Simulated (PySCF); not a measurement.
## Radial density of O⁺ (oxygen, charge +1)

UHF, [He] 2s2 2p3, high-spin 4S determinant. All numbers are calculated (PySCF 2.14, no relativity, point nucleus, in 6-31G*).

```
r (bohr)  4πr²ρ (e/bohr)  4πr²(ρα − ρβ)
 0.00364         0.04801         0.0001
 0.00612          0.1326         0.0002
  0.0103          0.3534         0.0006
  0.0173          0.8890         0.0017
  0.0291           2.091         0.0042
  0.0490           4.310         0.0103
  0.0823           7.227         0.0288
   0.139           8.527         0.1099
   0.233           5.925         0.4622
   0.392           3.067         1.3727
   0.659           4.156         2.5843
    1.11           3.732         2.0842
    1.86          0.9063         0.4985
    3.14         0.06884         0.0448
    5.28       2.673e-05         0.0000
```
